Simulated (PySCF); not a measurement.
**Energy of Ho²⁺ (holmium, charge +2) between two integer charges**

The 4f beta orbital of [Xe] 4f11 is emptied in steps (occupation f), with all orbitals relaxed, ending at [Xe] 4f10. Computed with PySCF 2.14 in def2-TZVP with the def2 core potential (28 electrons), with a scalar-relativistic core potential. The exact energy is a straight line in f; departures are measured from the line between the end points of the same method.

```
   f  UHF (eV)
   1     0.000
0.75     1.189
 0.5     1.512
0.25     1.079
   0     0.000
```

Problem. For UHF, how does the orbital energy at f = 1 compare with the removal energy?

Solution. −ε = 25.226 eV against a total-energy difference of 18.595 eV. By Janak's theorem ε = ∂E/∂f, so the gap between them reflects the curvature. Along the path −ε is 21.546 (f = 0.75), 18.301 (f = 0.5), 15.498 (f = 0.25) eV.

Reference removal energy between the ground levels: 22.79 ± 0.03 eV (semi-empirical (NIST evaluation); NIST Atomic Spectra Database, ionization energies). The calculation has no spin-orbit coupling. The determinant left behind need not be the lowest term of the ion. UHF lacks correlation.
